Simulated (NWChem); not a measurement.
System: BH2S2Cl; SMILES ClB(S)S

Input file for NWChem:

```
start job
memory heap 200 mb stack 900 mb global 1100 mb
geometry units angstroms noautosym nocenter noautoz
  B      0.000094    -0.000023     0.000000
  Cl    -1.761779     0.006151     0.000000
  S      0.795213     1.615619     0.000000
  H      2.078429     1.196077     0.000000
  S      0.783854    -1.621208     0.000000
  H      2.069996    -1.210719     0.000000
end
basis spherical
  * library sto-3g
end
dft
  xc hfexch
  iterations 150
end
property
  shielding 4 1 2 3 4
  efieldgrad
end
task dft property
```

STO-3G and 3-21G are far too small for this property and stand as cheap habits. The geometry was optimised at PBE0/def2-SVP.

GIAO values for the isolated, static molecule; σ is the absolute isotropic shielding, δ = σ(reference) − σ with the isolated reference molecule computed at the same levels (11B: boron trifluoride, 1H: tetramethylsilane).

Atoms are numbered as in the input.

Problem. Give the results of this calculation. (Hartree-Fock/STO-3G, GIAO.) Quantities: δ B1 (ppm); σ Cl2 (ppm); σ S3 (ppm); δ H4 (ppm).

Solution. 
```json
{
 "δ B1 (ppm)": "71.6",
 "σ Cl2 (ppm)": "1060.5",
 "σ S3 (ppm)": "755.5",
 "δ H4 (ppm)": "0.82"
}
```
